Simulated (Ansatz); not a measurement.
The cluster W4S6⁺ (the lowest doublet isomer of a short search) was relaxed with r2SCAN-D4 (def2-SVP) in Ansatz in these states: charge +1 doublet, charge +1 quartet. The geometries follow in no particular order.

In the def2 sets W takes a core potential; there is no spin–orbit coupling.

A:

```xyz
10

W    -0.888    1.040    0.952
W    -1.609   -1.110   -0.300
W     0.951   -0.465    0.107
W    -0.440    0.457   -1.814
S    -0.023   -2.627    0.343
S    -1.136    2.470   -0.965
S    -2.129   -0.967   -2.567
S    -0.719    0.899    3.088
S     2.715    1.088    0.274
S     3.278   -0.787    0.882
```

B:

```xyz
10

W    -1.620   -0.038   -0.643
W     0.635    1.053   -1.295
W     0.532   -1.043    0.299
W    -0.079    1.272    1.183
S     2.167   -0.666   -1.355
S    -2.409    1.279    1.111
S     1.204    2.860    0.087
S    -1.190    0.823   -2.751
S    -0.464   -2.345    2.066
S     1.224   -3.195    1.297
```

Task: Judge from the bond lengths which geometry belongs to which state (an estimate).

Result: A is the charge +1 doublet (W1–S8 2.147 Å, W1–W4 2.862 Å, W2–W4 2.473 Å); B is the charge +1 quartet (W1–S8 2.318 Å, W1–W4 2.725 Å, W2–W4 2.588 Å).

These are the stationary points nearest to one start from a short search; other shapes may lie lower in each state.
